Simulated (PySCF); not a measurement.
Ti3, broken-symmetry Ms = 2: data card

All numbers come from UPBE0/[Ti def2-TZVP], no relativity, density fitting, PySCF.

The structure is a minimum.

```json
{
 "Point group": "Cs",
 "Bond lengths": "Ti–Ti 2.623 Å, Ti–Ti 2.702 Å, Ti–Ti 2.776 Å",
 "Bond angles": "Ti–Ti–Ti 57.2°, Ti–Ti–Ti 60.0°, Ti–Ti–Ti 62.8°",
 "Atomisation energy without zero-point energy": "249 kJ/mol",
 "Rotational constants": "0.1031, 0.09044, 0.04818 cm⁻¹",
 "Zero-point energy": "2.5 kJ/mol",
 "Heat capacity Cp at 298.15 K": "57.3 J/(mol K)",
 "Entropy at 298.15 K and 1 bar (electronic part: spin only)": "335.8 J/(mol K)",
 "Dipole moment": "0.36 D",
 "Enthalpy at 298.15 K above 0 K": "15.17 kJ/mol",
 "Rotational symmetry number": "1",
 "Highest occupied level (α)": "-3.65 eV",
 "Principal polarisabilities": "122.4, 279.8, 310.6 bohr³",
 "Principal quadrupole moments (Buckingham, traceless) about the centre of mass": "-4.01, -1.11, 5.12 D Å",
 "Lowest empty level (β)": "-1.94 eV",
 "Spin squared ⟨S²⟩": "8.201"
}
```

Harmonic modes (masses in u: Ti 47.948):
```json
{"symmetry": "a'", "ω (cm⁻¹)": "130", "IR (km/mol)": "2.2", "μ (u)": "47.95"}
{"symmetry": "a'", "ω (cm⁻¹)": "135", "IR (km/mol)": "0.5", "μ (u)": "47.95"}
{"symmetry": "a'", "ω (cm⁻¹)": "146", "IR (km/mol)": "2.6", "μ (u)": "47.95"}
```

Charges (e):
| atom | Mulliken | Löwdin | polar tensor | spin (Mulliken) | Mayer order to Ti1 |
| --- | --- | --- | --- | --- | --- |
| Ti1 | -0.04 | -0.03 | -0.03 | 3.05 | – |
| Ti2 | 0.08 | 0.06 | 0.00 | 3.14 | 1.24 |
| Ti3 | -0.05 | -0.03 | 0.02 | -2.19 | 1.13 |
Other Mayer orders above 0.3: Ti–Ti 0.94.

Mulliken populations on Ti1: s 7.05, p 12.24, d 2.75, f 0.00.

The determinant is spin-contaminated (⟨S²⟩ = 8.20, pure value 6.00). This need not be the most stable arrangement of these atoms. Open d and f shells are described by one determinant, and the ground state may have another occupation or spin. At this level a broken-symmetry Ms = 1 minimum of Cs symmetry lies 15 kJ/mol below this structure.

The final relaxation and frequency run took 4 min on 4 threads of a shared Arm Neoverse V1 host, with 135 basis functions and 17 gradients; the process peaked at 1.2 GiB. Launch command: `OMP_NUM_THREADS=4 python axn.py task.json out`.
